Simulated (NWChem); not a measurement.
System: PbClF, singlet; SMILES [Cl][Pb][F]

Computed with NWChem. Low-valent species are run as closed-shell singlets; no triplet was tried in these runs. Geometry: optimised at PBE0/def2-SVP. def2 effective core potentials on Pb; no spin-orbit coupling. Ions are spin-unrestricted doublets at the neutral geometry; other ion states weren't tried.

| level | vertical ionisation energy, ΔSCF (eV) | −ε(HOMO) (eV) | ΔSCF minus −ε(HOMO) (eV) |
|---|---|---|---|
| B3LYP/def2-SVPD | [?] | [?] | [?] |
| PBE/def2-SVPD | 10.55 | 7.28 | 3.27 |
| BHandHLYP/def2-SVPD | 10.83 | 9.68 | 1.15 |
| LDA (Slater exchange, VWN5)/def2-SVPD | 10.83 | 7.46 | 3.37 |
| r2SCAN/def2-SVPD | 10.71 | 7.59 | 3.12 |

Task: Complete the blanks.

Result: 
- B3LYP/def2-SVPD, vertical ionisation energy, ΔSCF (eV): 10.79
- B3LYP/def2-SVPD, −ε(HOMO) (eV): 8.33
- B3LYP/def2-SVPD, ΔSCF minus −ε(HOMO) (eV): 2.46
